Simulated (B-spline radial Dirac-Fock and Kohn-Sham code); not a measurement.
**The I-like isoelectronic sequence (53 electrons), Z = 53 to 65**

These are calculated numbers from a B-spline atomic structure program; the model is Dirac-Fock (average of configuration) total-energy differences with a finite nucleus, the Breit interaction including its frequency dependence, and self-energy and vacuum-polarisation corrections. Binding energies in eV, tabulated ground configurations. No correlation.

```csv
ion,configuration,1s,2p1/2,4d3/2,4d5/2,outermost level,NIST ionisation energy
I,[Kr] 4d10 5s2 5p5,33176.6,4861.5,58.73,57.03,10.27 (5p),10.45124
Xe⁺,[Kr] 4d10 5s2 5p5,34574.6,5118.6,79.27,77.30,20.87 (5p),20.975
Cs²⁺,[Kr] 4d10 5s2 5p5,36007.3,5385.1,102.2,99.97,33.19 (5p),33.195
Ba³⁺,[Kr] 4d10 5s2 5p5,37474.8,5660.8,127.4,124.9,47.04 (5p),47 ± 0.3
La⁴⁺,[Kr] 4d10 5s2 5p5,38977.2,5945.7,154.8,151.8,62.36 (5p),61.6 ± 0.6
Ce⁵⁺,[Kr] 4d10 5s2 5p5,40514.9,6239.8,184.2,180.8,79.05 (5p),77.6 ± 1.2
Pr⁶⁺,[Kr] 4d10 4f1 5s2 5p4,42081.3,6534.9,208.5,204.8,88.61 (4f),–
Nd⁷⁺,[Kr] 4d10 4f2 5s2 5p3,43682.6,6838.0,234.0,229.9,107.6 (4f),–
Pm⁸⁺,[Kr] 4d10 4f3 5s2 5p2,45319.1,7149.7,260.5,256.1,127.5 (4f),–
Sm⁹⁺,[Kr] 4d10 4f4 5s2 5p1,46991.0,7469.7,288.2,283.3,146.9 (5p),158 ± 8
Eu¹⁰⁺,[Kr] 4d10 4f5 5s2,?,?,?,?,?,?
Gd¹¹⁺,[Kr] 4d10 4f5 5s2,50452.4,8145.1,355.1,349.2,201.3 (4f),213 ± 11
Tb¹²⁺,[Kr] 4d10 4f5 5s2,52244.0,8501.9,395.2,388.7,234.3 (4f),250 ± 12
```

Question: Fill in the row of Eu¹⁰⁺.

Answer: 1s 48699.4, 2p1/2 7798.2, 4d3/2 317.0, 4d5/2 311.6, outermost 170.3 (4f), NIST 183 ± 9 eV.

NIST's values are for the lowest levels; a dash marks a value that is missing or belongs to another shell. Their kind here: measured, semi-empirical, theoretical. Where a p, d or f shell is open in either ion the computed value averages over both j values and all terms, while the table refers to the lowest levels; that difference holds spin-orbit splitting (largest in heavy or highly charged ions), term energies where several electrons share open shells, and correlation, and it can reach 10 % or more.
